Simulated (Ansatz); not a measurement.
Consider the redistribution: `[SiH3][SiH2][O][SnH3]` + `CNB(C)Cl` → `CNB(C)[SiH3]` + `Cl[SiH2][O][SnH3]`.

Program: Ansatz. Geometries: PBE0-D4/def2-TZVP. ΔE: electronic, gas phase. CCSD(T)/CBS is the MP2 limit (def2-TZVPP, def2-QZVPP) plus CCSD(T) − MP2 in def2-TZVPP, frozen cores. DFT in def2-TZVPP. B3LYP here is the variant with VWN-RPA as its local correlation; programs differ in this. def2 core potentials past Kr. For Sn outer-core shells are correlated without core-valence functions, which leaves a few kJ/mol of doubt a bond. Each species was taken in one conformer, which may not be the lowest.

| level | ΔE (kJ/mol) |
| --- | --- |
| PBE0-D4 | -6.6 |
| B3LYP | -7.2 |
| HF/def2-TZVPP | -8.4 |
| HF/def2-QZVPP | -9.1 |

**Question.** What does CCSD(T)/CBS give? (Estimate.)

**Answer.** The calculation gave: -12.5 kJ/mol. The listed levels differ from it by 5.9, 5.3, 4.1, 3.4 kJ/mol.

Largest T1 diagnostic among the species: 0.014.
